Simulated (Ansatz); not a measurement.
`[F][AlH][CH2][SiH3]`. Charge 0, multiplicity 1. The structure was optimised at the PBE0-D4/def2-TZVP level. It is one conformer, not always the lowest.

```xyz
10

F    -2.768    0.541   -0.637
Al   -1.692    0.122    0.545
C    -0.065   -0.780    0.013
Si    1.358    0.361   -0.395
H    -2.082    0.500    2.025
H     0.254   -1.438    0.829
H    -0.265   -1.402   -0.867
H     1.644    1.256    0.762
H     1.011    1.223   -1.558
H     2.605   -0.383   -0.718
```

Problem. What is the dipole moment at r2SCAN/def2-TZVPP? (An estimate is asked.)

Solution. Ansatz gave: 1.76 D, with components (0.85, -1.34, 0.76) D in this frame, pointing from negative to positive charge.

Problem. And with PBE, B3LYP, ωB97M-V? (An estimate is asked.)

Solution. Ansatz gave: PBE 1.74 D, B3LYP 1.79 D, ωB97M-V 1.77 D.

Problem. Give the Mulliken charges with r2SCAN, PBE, B3LYP in def2-TZVPP. (Best estimate.)

Solution. Computed: 
```json
{"atom": "F1", "r2SCAN": "-0.36", "PBE": "-0.32", "B3LYP": "-0.36"}
{"atom": "Al2", "r2SCAN": "0.68", "PBE": "0.55", "B3LYP": "0.64"}
{"atom": "C3", "r2SCAN": "-0.39", "PBE": "-0.34", "B3LYP": "-0.39"}
{"atom": "Si4", "r2SCAN": "0.25", "PBE": "0.15", "B3LYP": "0.23"}
{"atom": "H5", "r2SCAN": "-0.15", "PBE": "-0.11", "B3LYP": "-0.13"}
{"atom": "H6", "r2SCAN": "0.09", "PBE": "0.11", "B3LYP": "0.10"}
{"atom": "H7", "r2SCAN": "0.09", "PBE": "0.11", "B3LYP": "0.11"}
{"atom": "H8", "r2SCAN": "-0.08", "PBE": "-0.05", "B3LYP": "-0.07"}
{"atom": "H9", "r2SCAN": "-0.07", "PBE": "-0.05", "B3LYP": "-0.06"}
{"atom": "H10", "r2SCAN": "-0.08", "PBE": "-0.05", "B3LYP": "-0.07"}
```

B3LYP here is the variant with VWN-RPA as its local correlation; programs differ in this.
